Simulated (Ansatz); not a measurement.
H8InNSi2. Charge 0, multiplicity 1. Correlated methods include outer-core shells of In, which these sets cover unevenly. In: def2 effective core potential. The bonds changed during the relaxation, so this is another structure than the one it started from.

Cartesian coordinates in Å:
```
N -0.1174 -0.5677 1.7018
Si 1.1068 -1.0049 0.6086
In 1.3447 0.2428 -2.3536
Si -1.0133 1.2721 -1.2766
H -0.7788 0.1602 1.4813
H -0.4780 -1.2305 2.3670
H 1.9449 0.1754 0.2138
H 1.9565 -2.0347 1.2562
H 0.6802 -1.5715 -0.7280
H -0.9929 1.8547 0.1096
H -2.1548 0.2989 -1.2504
H -1.4979 2.4052 -2.1297
```

Problem. Give the diagnostics of a CCSD(T)/def2-TZVPP run (frozen core, the Gaussian-basis code of Ansatz). (An estimate is asked.)

Solution. Computed: T1 = 0.0150, largest single amplitude 0.030, largest double 0.038, (T) share of the correlation energy 3.3 %, 10 CCSD cycles. The RHF solution is stable towards an unrestricted one. T1 lies under the customary mark of 0.02 for closed shells.
